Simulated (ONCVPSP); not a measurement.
chlorine (Cl): variants of one ONCV potential

Base potential:

* Element: chlorine
* Generator: ONCVPSP 4.0.1
* Type: optimised norm-conserving Vanderbilt (ONCV)
* Functional: PBE
* Relativity: non-relativistic
* Frozen core: [Ne]
* Valence charge: 7
* Reference configuration: 3s2 3p5
* Partial waves: 3s: rc 1.05 bohr, ncon 5, nbas 10, qcut 6.8 1/bohr, 2 projectors, debl 1.9 Ha; 3p: rc 1.45 bohr, ncon 4, nbas 8, qcut 4.7 1/bohr, 3 projectors, debl 0.4 Ha
* Local potential: polynomial inside 0.70 bohr (lpopt 4, dvloc0 0 Ha)
* Core correction: Teter function fitted to the true core (icmod 2), fcfact 0.25

All-electron outer shells of the reference configuration (PBE, non-relativistic, ld1.x):

```json
{"shell": "2s", "level (eV)": "-250.98", "outermost node (bohr)": "0.12", "outermost maximum (bohr)": "0.36"}
{"shell": "2p", "level (eV)": "-191.57", "outermost node (bohr)": "–", "outermost maximum (bohr)": "0.30"}
{"shell": "3s", "level (eV)": "-20.53", "outermost node (bohr)": "0.56", "outermost maximum (bohr)": "1.29"}
{"shell": "3p", "level (eV)": "-8.61", "outermost node (bohr)": "0.53", "outermost maximum (bohr)": "1.43"}
```

Cutoffs, loose and tight: the cutoffs (Ha) at which the residual kinetic energy of the hardest occupied pseudo-wave falls to 1 and 0.1 mHa per electron. They do not see the model core or the augmentation charge, which bear on the density cutoff. Test errors are all-electron minus pseudo excitation energies from the reference, over the configurations 3s2 3p4; 3s2 3p3; 3s2 3p2; 3s2 3p1. A dash means not determined; rows that change the core or the reference have their own tests.

A true bound ghost makes a file unfit for plane-wave use even where its test errors are small: the radial tests pick states by their node count and pass the ghost by.

```tsv
change	outcome	cutoff, loose	cutoff, tight	bound ghosts	GHOST(+) flags above zero	largest test error (meV)
base	generated	222 Ha	270 Ha	s, p	none	+134
s: qcut 4.2	generated	208 Ha	268 Ha	s, p	s	+144
all radii but the core radius scaled by about 1.14 (s 1.20, p 1.64 bohr); local potential polynomial inside 0.80 bohr (lpopt 4, dvloc0 0 Ha)	generated	16 Ha	145 Ha	s, p	none	+92
p: qcut 4	generated	222 Ha	270 Ha	s, p	none	+136
s: qcut 6.4; p: qcut 4.4	generated	227 Ha	272 Ha	s, p	none	+133
reference 3s2 3p3	generated, projector energies reset by the program	224 Ha	272 Ha	s, p	none	+12
local potential polynomial inside 0.80 bohr (lpopt 4, dvloc0 6 Ha)	generated	222 Ha	270 Ha	s, p	none	+134
local potential polynomial inside 0.70 bohr (lpopt 4, dvloc0 0.5 Ha)	generated	222 Ha	270 Ha	s, p	none	+134
p: rc 1.22	generated	222 Ha	270 Ha	s, p	p	+153
scalar-relativistic	generated	219 Ha	270 Ha	s, p	none	+122
```

(1) What comes out with this change to the base: p: rc 1.04?

Answers

(1) outcome: generated; cutoff, loose: 222 Ha; cutoff, tight: 270 Ha; bound ghosts: s, p; GHOST(+) flags above zero: p; largest test error (meV): +119.
